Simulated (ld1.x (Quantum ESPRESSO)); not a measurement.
# How hard is this Ru TM semilocal potential?

Ru (Z = 44), norm-conserving Troullier–Martins (semilocal form), made with ld1.x (Quantum ESPRESSO) 7.5 (LDA (PZ), scalar-relativistic). Core [Ar] 3d10, reference 4s2 4p6 4d7 5s0 5p1. Waves: 4s (bound): rc 0.95 bohr; 4d (bound): rc 2.15 bohr; 4p (bound): rc 1.80 bohr. Local part: the p channel. Core correction: a·sin(br)/r model core inside 0.75 bohr.

Occupied shells without a wave of their own: 5p. They enter only through the test configuration that unscreens the potential, and ld1.x also counts them in the model core charge.

The pseudo-atom Hamiltonian at the reference potential is diagonalised in spherical Bessel functions j_l(qr) that vanish at 20 bohr, with q² up to the cutoff. All-electron valence levels (Ry): 4s -5.7349, 5s -0.4116, 4d -0.5093, 4p -3.5372, 5p -0.1387.

Task: How do the lowest levels (Ry) of each channel move with the cutoff, and are there ghosts?

Result:

```
cutoff (Ry)     s #1     s #2     d #1    d #2     p #1     p #2    p #3  Σ f·Δε (mRy)
          8  -4.6512  -0.3197  -0.0207  0.0571  -2.4873  -0.0886  0.0376       11944.2
         18  -4.9907  -0.3411  -0.3251  0.0301  -3.4513  -0.1355  0.0226        3303.6
         30  -5.4776  -0.3856  -0.4855  0.0276  -3.5360  -0.1452  0.0201         688.9
         50  -5.6873  -0.4128  -0.5092  0.0273  -3.5370  -0.1456  0.0200          97.4
         80  -5.7034  -0.4139  -0.5093  0.0273  -3.5372  -0.1456  0.0200          63.4
        120  -5.7321  -0.4167  -0.5093  0.0273  -3.5372  -0.1456  0.0200           5.9
        180  -5.7338  -0.4169  -0.5093  0.0273  -3.5372  -0.1456  0.0200           2.4
        300  -5.7349  -0.4170  -0.5093  0.0273  -3.5372  -0.1456  0.0200           0.1
        400  -5.7350  -0.4170  -0.5093  0.0273  -3.5372  -0.1456  0.0200           0.0
```

Result: no extra level below or beside the all-electron valence levels (s, d, p tested); the semilocal form is local in each channel, so this says nothing of the separable form that plane-wave codes build from it; 10 mRy is reached at 120 Ry and 1 mRy at 230 Ry.

ld1.x takes every shell without a wave as core, so the model core holds the 5p electrons as well and exchange and correlation see them twice. This cancels in the reference configuration, but the file is broken for other ones, and its errors say nothing about a proper core correction. Its largest configuration-test error is -612 meV.
